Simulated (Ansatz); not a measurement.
Relaxation of ClH$_{5}$OW (8 atoms, charge 0, multiplicity 1), to a largest force component of 0.02 eV/Å in at most 40 steps.

These are results of Ansatz, RKS PBE-D4/def2-SVP, not measurements.

```xyz
8
Properties=species:S:1:pos:R:3
W 0.000 0.000 0.000
H 0.000 0.000 1.720
O 1.940 0.000 0.000
H 2.277 -0.952 -0.020
H 0.000 1.720 0.000
H -1.720 0.000 0.000
H 0.000 -1.720 0.000
Cl 0.000 0.000 -2.390
```

Problem. Where does it end, and by what steps?

Solution. It converged. After 16 steps the energy has fallen by 4.681 eV; H2 moved furthest, 0.96 Å.

```tsv
step	energy less start (eV)	largest force component (eV/Å)	accepted
0	0.0000	5.203	yes
1	-1.7300	1.843	yes
2	-2.8424	1.964	yes
3	-3.7573	1.517	yes
4	-4.3026	0.792	yes
5	-4.2765	2.854	no
6	-4.3835	0.458	yes
7	-4.4588	0.271	yes
8	-4.5438	0.416	yes
9	-4.6255	0.434	yes
10	-4.6448	0.369	yes
11	-4.6749	0.128	yes
12	-4.6761	0.089	yes
13	-4.6808	0.057	yes
14	-4.6812	0.026	yes
15	-4.6811	0.031	no
16	-4.6814	0.007	yes
```

```xyz
8
Properties=species:S:1:pos:R:3
W 0.215 0.138 -0.302
H -0.691 0.297 1.123
O 2.036 -0.323 -0.158
H 2.413 -1.139 0.223
H 0.114 1.672 0.425
H -1.207 -0.761 -0.251
H 0.131 -1.192 0.720
Cl -0.514 0.356 -2.469
```

Whether the end is a true minimum wasn't checked by a vibrational analysis.

Time of the run: 54 s on 1 thread of Arm Neoverse V2, with other jobs on the host, peak memory 0.13 GiB.
